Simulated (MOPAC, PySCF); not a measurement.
H4B2N2, SMILES `N=BBN`, neutral singlet in the gas phase. 

Cartesian coordinates (Å):
```xyz
8

N      2.2803    -0.0493     0.3540
B      1.0966    -0.1945     0.0131
B     -0.4970    -0.3951    -0.4494
N     -1.4975     0.3924     0.0982
H      3.2313     0.0565     0.6142
H     -0.8169    -1.2176    -1.2592
H     -2.4669     0.2988    -0.1558
H     -1.3299     1.1087     0.7848
```
Charge 0, multiplicity 1.

All levels are single points at this geometry (PBE0-D4/def2-TZVP); Pople sets use spherical d functions. Orbital energies aren't observables, and empty levels follow the basis.

B3LYP/6-311+G** in PySCF gives dipole (D) = 2.12.

Estimate the dipole (D) from each of these levels: PBE0-D4/def2-TZVP in PySCF; M06-2X/6-31G* in PySCF; SVWN5/6-31G* in PySCF; HF/STO-3G in PySCF; AM1 in MOPAC.


```csv
level,dipole (D)
PBE0-D4/def2-TZVP in PySCF,2.14
M06-2X/6-31G* in PySCF,2.11
SVWN5/6-31G* in PySCF,2.20
HF/STO-3G in PySCF,1.72
AM1 in MOPAC,2.23
```
